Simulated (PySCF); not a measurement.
r2SCANh on Kr⁺ (krypton, charge +1)

Configuration: [Ar] 3d10 4s1 4p5 4d1, one real determinant (an excited configuration). Computed with PySCF 2.14 in aug-cc-pVDZ-DK (6s5p3d, 36 functions), with the spin-free X2C one-electron Hamiltonian (Gaussian nucleus).

```
Total energy                                                  : -2788.197 hartree
One-electron energy                                           : -3853.610 hartree
Hartree (Coulomb) energy                                      : 1162.240 hartree
Exchange-correlation energy                                   : -96.826 hartree
⟨S²⟩                                                          : 3.7517
⟨L²⟩                                                          : 7.966
Sum of ⟨r⟩                                                    : 24.12 bohr
Sum of ⟨r²⟩                                                   : 34.34 bohr²
Traceless quadrupole moment −½Σ⟨3z² − r²⟩ along its main axis : 0.0814 e·bohr²
Langevin diamagnetic susceptibility                           : -27.2 ×10⁻⁶ cm³/mol
```

| shell | electrons | mean orbital energy (eV) | spread (eV) | rms radius, mean of both spins (bohr) |
| --- | --- | --- | --- | --- |
| 1s α | 1 | -14217.1 | 0 | 0.0478 |
| 1s β | 1 | -14216.9 | 0 | 0.0478 |
| 2s α | 1 | -1903.4 | 0 | 0.199 |
| 2s β | 1 | -1903.2 | 0 | 0.199 |
| 2p α | 3 | -1683.0 | 0.233 | 0.177 |
| 2p β | 3 | -1682.8 | 0.004 | 0.177 |
| 3s α | 1 | -291.00 | 0 | 0.566 |
| 3s β | 1 | -290.57 | 0 | 0.566 |
| 3p α | 3 | -219.74 | 0.595 | 0.583 |
| 3p β | 3 | -219.31 | 0.295 | 0.583 |
| 3d α | 5 | -101.98 | 0.631 | 0.614 |
| 3d β | 5 | -101.46 | 0.250 | 0.614 |
| 4s α | 1 | -40.171 | 0 | 1.62 |
| 4p α | 3 | -24.240 | 1.458 | 1.91 |
| 4p β | 2 | -21.247 | 0 | 1.91 |
| 4d α | 1 | -4.830 | 0 | 2.59 |

⟨L²⟩ = 7.97 against 12 for a pure F term, so this real determinant mixes terms. The outer electron is Rydberg-like, and this basis confines it to a smaller radius and binds it less than a complete one would.

Densities and radii are taken from the X2C orbitals without a picture-change correction, which distorts them close to the nucleus.
